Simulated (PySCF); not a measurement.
An unknown is described by computed data only.

Elements present: C, H, O and Si. Monoisotopic mass: 178.1025 u.

| Item | Value |
| --- | --- |
| Polarisability | 120.7 au [CAM-B3LYP/def2-SVPD] |
| Dipole | 1.20 D [CAM-B3LYP/def2-SVPD] |
| UV, first state | lowest singlet excitation: 7.73 eV (160 nm, f = 0.002) [TDDFT CAM-B3LYP/def2-SVPD] |
| NMR, other nuclei | isotropic shieldings of nuclei other than C and H, by class: 260 (3 O), 411 (1 Si) ppm [GIAO KT3/pcSseg-1] |
| Triplet | lowest triplet excitation (Tamm–Dancoff): 7.56 eV [TDA CAM-B3LYP/def2-SVPD] |
| 13C NMR | chemical shifts (computed TMS as zero) by class: 60.6 (3 C), 20.3 (3 C), -7.3 (1 C) ppm [GIAO KT3/pcSseg-1] |
| Rotational structure | rotational constants A, B, C: 0.789, 0.699, 0.523 GHz [PBE0-D3(BJ)/def2-SVP] |

Gas-phase values; electronic properties from PySCF, density fitting. Levels stand in brackets. NMR shifts are as computed; neighbouring signals can stand in another order in a measured spectrum. Geometry: PBE0-D3(BJ)/def2-SVP, one conformer, isolated molecule. NMR values are class means; diastereotopic atoms form classes of their own.

Question: Which formula fits the mass and the elements?

Answer: C7H18O3Si (calculated 178.1025). No other formula that holds each of these elements comes within 0.0003 u with a fitting electron parity and a possible valence count.

Question: Propose a structure and show how it fits.

Answer: Numbering: `[CH3:1][CH2:2][O:3][Si:4]([CH3:5])([O:6][CH2:7][CH3:8])[O:9][CH2:10][CH3:11]`. Its formula, C7H18O3Si, gives 0 degrees of unsaturation, so no ring and no π bond. 7 carbons fall into 3 classes; from least to most shielded: sp3 carbon bound to oxygen [C2/C7/C10] (60.6 ppm, 3 C), methyl carbon [C1/C8/C11] (20.3 ppm, 3 C), Si-methyl carbon [C5] (-7.3 ppm). The other shieldings belong to: 260 ppm, silyl ether oxygen [O3/O6/O9]; 411 ppm, oxygen-bound silicon [Si4]. The optimised geometry has point group C1 and is an asymmetric top. Structure: `CCO[Si](C)(OCC)OCC`. The assignments are read from this structure; whether some other isomer fits the data as well wasn't checked.
